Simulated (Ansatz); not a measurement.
Abridged output of a molecular run in Ansatz:

```
Functional definition: HF
1811 factors; integrals over basis functions are off by at most 1.1e-3 eV
mean field evaluation 1: about -17331.9884 eV, gradient 3.8e1 eV
mean field evaluation 2: about -17332.1391 eV, gradient 3.9e1 eV
mean field evaluation 4: about -17336.6000 eV, gradient 3.6e0 eV
mean field evaluation 8: about -17336.6761 eV, gradient 1.2e-1 eV
mean field -17336.67622640 eV, -637.1111000990 hartree, gradient 1.6e-6 eV, S^2 0.000000; 0 other end points of the search recorded, 0 dependent functions left out
13 core orbitals not correlated: weight in the atoms' cores, before any rotation towards them, 1.000 or more for the frozen orbitals, at most 0.000 for the correlated occupied ones
reference -17336.67622640 eV, -637.1111000990 hartree; 14, 14 occupied and 290, 290 virtual orbitals, 1811 factors
second order -17.96540442 eV of doubles, -0.00000000 eV of singles
cycle   1  -19.40281100 eV  change    -1.4e0 eV  update   9.6e-2
cycle   2  -19.97897701 eV  change   -5.8e-1 eV  update   3.1e-2
cycle   3  -20.04290413 eV  change   -6.4e-2 eV  update   1.2e-2
cycle   4  -20.03758075 eV  change    5.3e-3 eV  update   4.2e-3
cycle   5  -20.03597723 eV  change    1.6e-3 eV  update   2.1e-3
cycle   6  -20.03568809 eV  change    2.9e-4 eV  update   7.6e-4
cycle   7  -20.03564403 eV  change    4.4e-5 eV  update   3.0e-4
cycle   8  -20.03574054 eV  change   -9.7e-5 eV  update   1.2e-4
cycle   9  -20.03575569 eV  change   -1.5e-5 eV  update   4.0e-5
cycle  10  -20.03573737 eV  change    1.8e-5 eV  update   1.9e-5
perturbative correction -0.73560125 eV, -0.0270328474 hartree
Total energy: -17357.44756502 eV, -637.8744327140 hartree
```

Its atoms:

Z-matrix (Å, degrees):
```
C
Al 1 1.963
H 1 1.097 2 109.7
H 1 1.095 2 111.1 3 -117.4
H 1 1.092 2 114.0 3 120.2
C 2 1.962 1 119.1 3 75.9
B 2 2.116 1 120.1 3 -106.4
H 6 1.094 2 111.7 1 -34.9
H 6 1.093 2 113.6 1 -157.7
H 6 1.097 2 109.4 1 82.9
Si 7 2.005 2 123.6 1 -94.9
H 7 1.202 2 121.9 1 89.2
H 11 1.491 7 114.6 2 24.0
H 11 1.491 7 115.8 2 150.3
H 11 1.498 7 103.7 2 -92.0
```

Q: Which basis set was used?
A. def2-TZVPPD
B. def2-SVP
C. def2-TZVPP
D. cc-pV(D+d)Z

A: C. It gives 317 functions.

Q: Write the keys of the input that set method, charge and spin (a neutral closed shell needs none for the last two).

A: 
```yaml
correlation: {method: ccsd_t}
```
